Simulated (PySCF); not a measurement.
Species: C₂H₄B₂Cl₂S₂.
Atom-mapped SMILES: `[Cl:1][B:2]([Cl:3])[C@H:4]1[CH2:5][S:6][BH:7][S:8]1` (hydrogens: H9 on C4; H10, H11 on C5; H12 on B7)

The calculation used core-valence-separated Tamm–Dancoff BHandHLYP/aug-pcX-1 (pcseg-1 on H, def2-SVPD on Cl, def2-SVPD on S) in PySCF, non-relativistic, gas phase, PBE0-D3(BJ)/def2-SVP geometry.

Computed carbon K-edge spectrum, Gaussian lines of 0.5 eV full width, highest printed point 100; it ends one width below the last computed root. No shift to experiment was applied.

```tsv
photon energy (eV)	absorption
283.8	0
283.9	1
284.0	4
284.1	9
284.2	16
284.3	24
284.4	29
284.5	28
284.6	21
284.7	14
284.8	9
284.9	12
285.0	23
285.1	43
285.2	69
285.3	92
285.4	100
285.5	90
285.6	69
285.7	45
285.8	28
285.9	19
286.0	15
286.1	13
286.2	13
286.3	16
286.4	26
286.5	41
286.6	55
286.7	62
286.8	56
286.9	43
287.0	29
287.1	21
287.2	22
287.3	31
287.4	40
287.5	46
```

**Question.** Where are the maxima, and which lines make them up?

**Answer.** 3 maxima:
- 284.4 eV: C4 (sp3 carbon bound to sulfur), 284.43 eV, f = 0.022, 100 % of the height at the exact maximum
- 285.4 eV: C5 (sp3 carbon bound to sulfur), 285.33 eV, f = 0.048, 60 % of the height at the exact maximum; C4 (sp3 carbon bound to sulfur), 285.49 eV, f = 0.034, 40 % of the height at the exact maximum
- 286.7 eV: C4 + C5 (sp3 carbon bound to sulfur), 286.73 eV, f = 0.025, sum of 2, 52 % of the height at the exact maximum; C4 (sp3 carbon bound to sulfur), 286.63 eV, f = 0.019, 38 % of the height at the exact maximum

Further lines of some strength in the range: C5, 286.02 eV, f = 0.009; C5, 286.83 eV, f = 0.005; C5, 287.47 eV, f = 0.028.

Roots within 0.03 eV on the same or equivalent atoms count as one line; shares under 12 % aren't listed.

Vibrational structure and lifetime widths aren't in the curve. The ionisation threshold wasn't computed; near and above it a finite basis only mimics Rydberg series and continuum.

Time: 28 s of wall time; peak memory 1.2 GiB. Hardware: one thread, Arm Neoverse V2 (aarch64), no GPU, on a shared host.

Shape of the structure used: `[Cl:1][B:2]([Cl:3])[C@H:4]1[CH2:5][S:6][BH:7][S:8]1`: Cl1–B2–C4–C5 -29°.

One conformer stands for the species.
